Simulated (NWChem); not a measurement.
Basis-set convergence for HISi

```xyz
3

Si    -1.3031     1.4415     0.0000
H     -0.1995     2.5309     0.0000
I      0.3480    -0.4285     0.0000
```
Charge 0, spin multiplicity 1.

The numbers come from NWChem runs, not from measurements. All single points use one geometry, from PBE/def2-SVP with def2 effective core potentials on I, a minimum by its harmonic frequencies.

Quantity: vertical ionisation energy at the level ΔPBE (Δ: difference of total energies, the cation a doublet at the parent's geometry with its hole in an orbital of symmetry a' (Cs labels); it is the state that the SCF runs reached, from PBE0 orbitals for Hartree-Fock references, and need not be the lowest).

Effective core potentials replace the inner electrons of I; spin-orbit coupling is left out. The structure started from a generated list of species. The stability of the SCF solutions was not checked.

The cost column gives rough processor time relative to def2-SVP; each entry includes its own SCF.

| basis | functions | vertical ionisation energy (eV) | relative cost |
|---|---|---|---|
| def2-SVP | 49 | 8.80 | 1 |
| def2-SVPD | 67 | 8.80 | under 3 |
| def2-TZVP | 93 | 8.76 | under 3 |
| def2-TZVPP | 106 | 8.76 | under 3 |
| def2-TZVPD | 111 | 8.77 | 4 |
| def2-QZVP | 182 | 8.77 | 20 |

Smallest basis within 0.1 eV of def2-QZVP, the largest set run: def2-SVP, with 49 functions against 182 and about 7 % of the time (also within reach: def2-SVPD, def2-TZVP, def2-TZVPP, def2-TZVPD). def2-QZVP isn't the basis-set limit itself, and a small set can land close by cancellation.
